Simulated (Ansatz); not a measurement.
Computed with Ansatz on PBE0-D4/def2-TZVP structures; ΔE is electronic, products minus reactants. CCSD(T)/CBS is the MP2 limit (def2-TZVPP, def2-QZVPP) plus CCSD(T) − MP2 in def2-TZVPP, frozen cores. This one scheme is used for every species. DFT in def2-TZVPP. Each species was taken in one conformer, which may not be the lowest.

Consider the ligand exchange at the Si–S bond: `BS[SiH](C)Cl` + H–F → `C[SiH](F)Cl` + `BS`.

Question: Is it downhill or uphill in electronic energy at CCSD(T)/CBS, and by how much? (Best estimate.)

Answer: Ansatz gave: Downhill: ΔE = -0.90 eV.

Question: What do these levels give: r2SCANh-D4, BHLYP-D4, B2PLYP, PBE0, LC-ωPBE, MP2/def2-SVP? (An estimate is asked.)

Answer: Ansatz gave: r2SCANh-D4 -0.96, BHLYP-D4 -1.02, B2PLYP -1.05, PBE0 -0.92, LC-ωPBE -0.99, MP2/def2-SVP -0.95 eV.

Largest T1 diagnostic among the species: 0.015.

Leaving LDA and LC-ωPBE aside and taking each functional with its dispersion term where it has one, the values, not all of them listed here, spread over 0.31 eV, from CAM-B3LYP-D4 to revPBE-D4. LDA lies +0.04 eV from PBE without D4. In def2-TZVPP, CCSD(T) changes the Hartree–Fock value by +0.30 eV (the triples alone add +0.06 eV) and MP2 by +0.38 eV.
